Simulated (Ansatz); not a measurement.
An input meant for `c1ccc2c(c1)-c1ccc3ccccc3c1-2` (charge 0, singlet; with a point charge).

```yaml
crystal:
  periodic: [false, false, false]
  atoms:
    - {symbol: C, position_ang: [4.256090, 0.357083, 0.095064]}
    - {symbol: C, position_ang: [3.895524, -0.988242, 0.195940]}
    - {symbol: C, position_ang: [2.527688, -1.406860, 0.191944]}
    - {symbol: C, position_ang: [1.591583, -0.398147, 0.080607]}
    - {symbol: C, position_ang: [1.962384, 0.984957, -0.023573]}
    - {symbol: C, position_ang: [3.279262, 1.396659, -0.019674]}
    - {symbol: C, position_ang: [0.496652, 1.360955, -0.097149]}
    - {symbol: C, position_ang: [-0.450980, 2.383032, -0.209520]}
    - {symbol: C, position_ang: [-1.797703, 1.980707, -0.216514]}
    - {symbol: C, position_ang: [-2.193856, 0.616071, -0.115281]}
    - {symbol: C, position_ang: [-3.571215, 0.235892, -0.125076]}
    - {symbol: C, position_ang: [-3.948372, -1.092941, -0.026501]}
    - {symbol: C, position_ang: [-2.965812, -2.120593, 0.088524]}
    - {symbol: C, position_ang: [-1.619106, -1.804241, 0.101426]}
    - {symbol: C, position_ang: [-1.196117, -0.443199, 0.002210]}
    - {symbol: C, position_ang: [0.135976, -0.002964, 0.005226]}
    - {symbol: H, position_ang: [5.323105, 0.627822, 0.103706]}
    - {symbol: H, position_ang: [4.685741, -1.749788, 0.282382]}
    - {symbol: H, position_ang: [2.263986, -2.471829, 0.272345]}
    - {symbol: H, position_ang: [3.586027, 2.450205, -0.098418]}
    - {symbol: H, position_ang: [-0.178247, 3.445499, -0.289889]}
    - {symbol: H, position_ang: [-2.590685, 2.740264, -0.302563]}
    - {symbol: H, position_ang: [-4.334663, 1.025160, -0.212333]}
    - {symbol: H, position_ang: [-5.015145, -1.363829, -0.036536]}
    - {symbol: H, position_ang: [-3.287358, -3.170620, 0.164018]}
    - {symbol: H, position_ang: [-0.854757, -2.591049, 0.189657]}
basis:
  gaussian: {orbitals: def2-SVP, point_charges: [{charge: 1.00, position_ang: [7.905, -0.951, 0.018]}]}
total_charge: -1
magnetization: {spin_polarized: true, initial_magnetization: 2}
hamiltonian: {xc: {name: PBE-QIDH}}
scf: {lower_state_search: light}
```

```sh
$ ansatz run in.yaml --threads 4 --pin off --events-out ev --progress --plain --max-ram 9574MiB
```

Output, abridged:

```
Error: a molecule whose nuclei and cores have a total charge of 106 cannot have a net charge of -1 together with 2 unpaired electrons
```

In this input the number of unpaired electrons doesn't fit the electron count. The input was rejected before any iteration.
